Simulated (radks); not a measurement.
Charge is removed step by step from the 5d level of neutral tungsten, starting from [Xe] 4f14 5d4 6s2. Method: scalar-relativistic Kohn-Sham, LDA (Slater exchange, Perdew-Wang correlation), spin-unpolarised, spherical densities, finite nucleus; Fermi nuclear charge, rms radius 5.3658 fm; computed with a radial shooting solver on a logarithmic mesh with Libxc functionals.

removed (e) = 0: E - E(0) (eV) 0.000; eigenvalue (eV) -4.681; E minus straight line (eV) 0.000
removed (e) = 0.1: E - E(0) (eV) 0.509; eigenvalue (eV) -5.500; E minus straight line (eV) -0.397
removed (e) = 0.2: E - E(0) (eV) 1.101; eigenvalue (eV) -6.340; E minus straight line (eV) -0.711
removed (e) = 0.3: E - E(0) (eV) 1.778; eigenvalue (eV) -7.201; E minus straight line (eV) -0.940
removed (e) = 0.4: E - E(0) (eV) 2.542; eigenvalue (eV) -8.082; E minus straight line (eV) -1.082
removed (e) = 0.5: E - E(0) (eV) 3.395; eigenvalue (eV) -8.983; E minus straight line (eV) -1.135
removed (e) = 0.6: E - E(0) (eV) 4.339; eigenvalue (eV) -9.902; E minus straight line (eV) -1.097
removed (e) = 0.7: E - E(0) (eV) 5.376; eigenvalue (eV) -10.839; E minus straight line (eV) -0.966
removed (e) = 0.8: E - E(0) (eV) 6.508; eigenvalue (eV) -11.793; E minus straight line (eV) -0.741
removed (e) = 0.9: E - E(0) (eV) 7.735; eigenvalue (eV) -12.764; E minus straight line (eV) -0.419
removed (e) = 1: E - E(0) (eV) 9.061; eigenvalue (eV) -13.752; E minus straight line (eV) 0.000

Removing the whole electron costs 9.061 eV by Delta-SCF, against 4.681 eV from minus the eigenvalue at the starting occupation. Slater's transition state (half an electron removed) gives 8.983 eV. Integrating minus the eigenvalue over the occupation (Janak's theorem) gives 9.060 eV. In this scalar-relativistic scheme the density is built from large components alone, so the theorem holds only approximately. The mean slope of the eigenvalue, de/dn, is 9.07 eV per electron.
